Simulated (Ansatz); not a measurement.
Consider the isomerisation: `N#CC1C=CCCC1` → `Cc1cncc(C)c1`.

Computed with Ansatz on PBE0-D4/def2-TZVP structures; ΔE is electronic, products minus reactants. CCSD(T)/CBS is the MP2 limit (def2-TZVPP, def2-QZVPP) plus CCSD(T) − MP2 in def2-TZVPP, frozen cores. DFT in def2-TZVPP. B3LYP here is the variant with VWN-RPA as its local correlation; programs differ in this. HSE06 is defined as in plane-wave codes.

```json
{"level": "LDA (SPW92)", "ΔE (kJ/mol)": "-110.5", "difference from CCSD(T)/CBS": "-53.6"}
{"level": "PBE-D4", "ΔE (kJ/mol)": "-95.0", "difference from CCSD(T)/CBS": "-38.1"}
{"level": "revPBE-D4", "ΔE (kJ/mol)": "-92.8", "difference from CCSD(T)/CBS": "-35.9"}
{"level": "BLYP-D4", "ΔE (kJ/mol)": "-91.7", "difference from CCSD(T)/CBS": "-34.8"}
{"level": "B97M-V", "ΔE (kJ/mol)": "-91.3", "difference from CCSD(T)/CBS": "-34.4"}
{"level": "PBE0-D4", "ΔE (kJ/mol)": "-88.2", "difference from CCSD(T)/CBS": "-31.3"}
{"level": "B3LYP-D4", "ΔE (kJ/mol)": "-87.7", "difference from CCSD(T)/CBS": "-30.8"}
{"level": "r2SCANh-D4", "ΔE (kJ/mol)": "-91.4", "difference from CCSD(T)/CBS": "-34.5"}
{"level": "r2SCAN0-D4", "ΔE (kJ/mol)": "-87.7", "difference from CCSD(T)/CBS": "-30.8"}
{"level": "HSE06-D4", "ΔE (kJ/mol)": "-89.2", "difference from CCSD(T)/CBS": "-32.3"}
{"level": "BHLYP-D4", "ΔE (kJ/mol)": "-77.9", "difference from CCSD(T)/CBS": "-21.0"}
{"level": "CAM-B3LYP-D4", "ΔE (kJ/mol)": "-77.5", "difference from CCSD(T)/CBS": "-20.6"}
{"level": "ωB97X-V", "ΔE (kJ/mol)": "-62.5", "difference from CCSD(T)/CBS": "-5.6"}
{"level": "ωB97M-V", "ΔE (kJ/mol)": "-64.1", "difference from CCSD(T)/CBS": "-7.2"}
{"level": "B2PLYP", "ΔE (kJ/mol)": "-75.8", "difference from CCSD(T)/CBS": "-18.9"}
{"level": "PBE-QIDH", "ΔE (kJ/mol)": "-73.4", "difference from CCSD(T)/CBS": "-16.5"}
{"level": "PBE", "ΔE (kJ/mol)": "-95.6", "difference from CCSD(T)/CBS": "-38.7"}
{"level": "revPBE", "ΔE (kJ/mol)": "-91.8", "difference from CCSD(T)/CBS": "-34.9"}
{"level": "BLYP", "ΔE (kJ/mol)": "-92.5", "difference from CCSD(T)/CBS": "-35.6"}
{"level": "r2SCAN", "ΔE (kJ/mol)": "-93.9", "difference from CCSD(T)/CBS": "-37.0"}
{"level": "r2SCANh", "ΔE (kJ/mol)": "-91.7", "difference from CCSD(T)/CBS": "-34.8"}
{"level": "r2SCAN0", "ΔE (kJ/mol)": "-88.0", "difference from CCSD(T)/CBS": "-31.1"}
{"level": "HSE06", "ΔE (kJ/mol)": "-89.8", "difference from CCSD(T)/CBS": "-32.9"}
{"level": "BHLYP", "ΔE (kJ/mol)": "-78.5", "difference from CCSD(T)/CBS": "-21.6"}
{"level": "CAM-B3LYP", "ΔE (kJ/mol)": "-78.2", "difference from CCSD(T)/CBS": "-21.3"}
{"level": "LC-ωPBE", "ΔE (kJ/mol)": "-59.7", "difference from CCSD(T)/CBS": "-2.8"}
{"level": "RPA@PBE/def2-TZVPP", "ΔE (kJ/mol)": "-43.1", "difference from CCSD(T)/CBS": "13.8"}
{"level": "HF/def2-SVP", "ΔE (kJ/mol)": "-57.9", "difference from CCSD(T)/CBS": "-1.0"}
{"level": "CCSD/def2-SVP", "ΔE (kJ/mol)": "-42.6", "difference from CCSD(T)/CBS": "14.3"}
{"level": "CCSD(T)/def2-SVP", "ΔE (kJ/mol)": "-51.2", "difference from CCSD(T)/CBS": "5.7"}
{"level": "HF/def2-TZVPP", "ΔE (kJ/mol)": "-48.2", "difference from CCSD(T)/CBS": "8.7"}
{"level": "MP2/def2-TZVPP", "ΔE (kJ/mol)": "-68.0", "difference from CCSD(T)/CBS": "-11.1"}
{"level": "SCS-MP2/def2-TZVPP", "ΔE (kJ/mol)": "-47.3", "difference from CCSD(T)/CBS": "9.6"}
{"level": "CCSD/def2-TZVPP", "ΔE (kJ/mol)": "-42.1", "difference from CCSD(T)/CBS": "14.8"}
{"level": "CCSD(T)/def2-TZVPP", "ΔE (kJ/mol)": "-52.0", "difference from CCSD(T)/CBS": "4.9"}
{"level": "HF/def2-QZVPP", "ΔE (kJ/mol)": "-48.8", "difference from CCSD(T)/CBS": "8.1"}
{"level": "MP2/def2-QZVPP", "ΔE (kJ/mol)": "-71.1", "difference from CCSD(T)/CBS": "-14.2"}
{"level": "SCS-MP2/def2-QZVPP", "ΔE (kJ/mol)": "-50.1", "difference from CCSD(T)/CBS": "6.8"}
{"level": "HF/CBS(def2)", "ΔE (kJ/mol)": "-48.9", "difference from CCSD(T)/CBS": "8.0"}
{"level": "CCSD/CBS(def2)", "ΔE (kJ/mol)": "-47.0", "difference from CCSD(T)/CBS": "9.9"}
{"level": "CCSD(T)/CBS", "ΔE (kJ/mol)": "-56.9", "difference from CCSD(T)/CBS": "0"}
```

Largest T1 diagnostic among the species: 0.011.

At CCSD(T), def2-SVP lies +5.7 kJ/mol from the extrapolated value and def2-TZVPP +4.9 kJ/mol. From r2SCAN to r2SCAN0 (25 % exact exchange), in def2-TZVPP and without D4, ΔE moves by +5.9 kJ/mol.
